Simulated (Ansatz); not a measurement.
Correlation energies of AlH7O2Si2 (`O[SiH]([SiH3])[O][AlH2]`) by basis set

```xyz
12

O     0.0183   -0.2626   -2.2001
Si    0.5067    0.3112   -0.7366
Si   -1.2353    1.6915    0.0021
O     0.7715   -0.8923    0.3215
Al    0.7731   -2.0488    1.5465
H     0.6669   -0.7154   -2.7418
H     1.7974    1.0426   -0.8944
H    -2.4896    0.9034    0.1551
H    -1.4848    2.8093   -0.9478
H    -0.8876    2.2724    1.3290
H     0.1590   -1.6526    2.9464
H     1.4045   -3.4586    1.2200
```

Charge 0, multiplicity 1. The structure was optimised at the PBE0-D4/def2-TZVP level. It is one conformer, not always the lowest. Frozen core, restricted reference, Ansatz 0.2.0. CBS rows extrapolate triple and quadruple zeta; past MP2 they add the triple-zeta difference.

| basis | HF (Eh) | MP2 corr. | CCSD corr. | (T) | CCSD(T) total |
| --- | --- | --- | --- | --- | --- |
| def2-SVP | ? | ? | -0.68512 | -0.01499 | ? |
| def2-TZVPP | -973.83607 | -0.80052 | -0.85265 | ? | ? |
| def2-QZVPP | -973.86973 | -0.86446 | – | – | – |
| CBS(def2) | -973.87437 | -0.91182 | ? | as TZ | ? |

Problem. Fill in the withheld values. (Best estimate.)

Solution. Computed: def2-SVP HF (Eh): -973.34012; def2-SVP MP2 corr.: -0.62771; def2-SVP CCSD(T) total: -974.04023; def2-TZVPP (T): -0.02882; def2-TZVPP CCSD(T) total: -974.71754; CBS(def2) CCSD corr.: -0.96395; CBS(def2) CCSD(T) total: -974.86714.
